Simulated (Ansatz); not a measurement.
C3H9NSi can be A, `C/C([SiH3])=C\N`, or B, `C=CN[SiH2]C`.

Computed with Ansatz on PBE0-D4/def2-TZVP structures; ΔE is electronic, products minus reactants. CCSD(T)/CBS adds triple-zeta CCSD(T) − MP2 to the extrapolated MP2 energy (def2 sets, frozen cores). Functionals use def2-TZVPP. B3LYP here is the variant with VWN-RPA as its local correlation; programs differ in this. One conformer a species, not always the lowest.

Task: Which isomer does CCSD(T)/CBS put lower? Give the gap. (An estimate is asked.)

Result: Ansatz gave: B, by 19.1 kcal/mol.

Task: Give E(B) − E(A) in kcal/mol with HF/def2-TZVPP, B2PLYP, PBE-D4, B3LYP, ωB97M-V, CCSD(T)/def2-TZVPP, B3LYP-D4. (Best estimate.)

Result: Computed: HF/def2-TZVPP -21.8, B2PLYP -19.4, PBE-D4 -16.3, B3LYP -19.6, ωB97M-V -19.1, CCSD(T)/def2-TZVPP -18.8, B3LYP-D4 -18.8. None reverses the order clearly.

Largest T1 diagnostic: 0.012.

From PBE to PBE0 (25 % exact exchange), in def2-TZVPP and without D4, E(B) − E(A) moves by −0.8 kcal/mol. The D4 term adds +0.8 kcal/mol with B3LYP and +0.4 kcal/mol with PBE0; it sums over pairs of atoms, weighted by their polarisabilities, and B3LYP, whose exchange is more repulsive, gets the larger term.
